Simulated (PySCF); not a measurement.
# Two probes of the same atoms: core binding energy and nuclear shielding

2,4-difluoropyridine, C5H3F2N.
Atom-mapped SMILES: `[F:1][c:2]1[cH:3][cH:4][n:5][c:6]([F:7])[cH:8]1`

Structure used (PBE0-D3(BJ)/def2-SVP), in Å, numbered top down from 1:
```xyz
11
C5H3F2N angstrom
F     -0.8006    2.0020   -1.2200
C     -0.3810    0.9315   -0.5659
C     -1.2529   -0.1335   -0.3494
C     -0.7487   -1.2275    0.3448
N      0.5014   -1.3023    0.8026
C      1.2859   -0.2796    0.5769
F      2.5228   -0.3668    1.0367
C      0.9244    0.8834   -0.1032
H     -2.2799   -0.0972   -0.7132
H     -1.3910   -2.0922    0.5426
H      1.6251    1.7030   -0.2604
```

Binding energies: delta-SCF UKS SCAN, pcX-2 on the ionised atom, pcseg-1 elsewhere, spin-free X2C (PySCF 2.14.0). Shieldings: GIAO B3LYP/pcSseg-2, non-relativistic, same geometry.

```tsv
atom	isotropic shielding (ppm)
C2	-6.3
C3	62.4
C4	18.9
C6	1.1
C8	75.1
```

Task: What are the C 1s binding energies of these atoms?

Result: 
```json
{"atom": "C3", "environment": "aromatic CH carbon", "C 1s (eV)": "291.17", "isotropic shielding (ppm)": "62.4"}
{"atom": "C8", "environment": "aromatic CH carbon", "C 1s (eV)": "291.32", "isotropic shielding (ppm)": "75.1"}
{"atom": "C4", "environment": "aromatic CH next to a ring nitrogen", "C 1s (eV)": "292.10", "isotropic shielding (ppm)": "18.9"}
{"atom": "C2", "environment": "aromatic C–F carbon", "C 1s (eV)": "293.86", "isotropic shielding (ppm)": "-6.3"}
{"atom": "C6", "environment": "aromatic C–F carbon", "C 1s (eV)": "294.19", "isotropic shielding (ppm)": "1.1"}
```

Task: Among the listed atoms, is the one with the highest binding energy also the least shielded?

Result: No. The highest binding energy is at C6 (294.19 eV, shielding 1.1 ppm), the lowest shielding at C2 (-6.3 ppm, 293.86 eV).

By binding energy: C3 < C8 < C4 < C2 < C6. By shielding: C2 < C6 < C4 < C3 < C8.

Isolated species at its PBE0-D3(BJ)/def2-SVP geometry, gas phase.
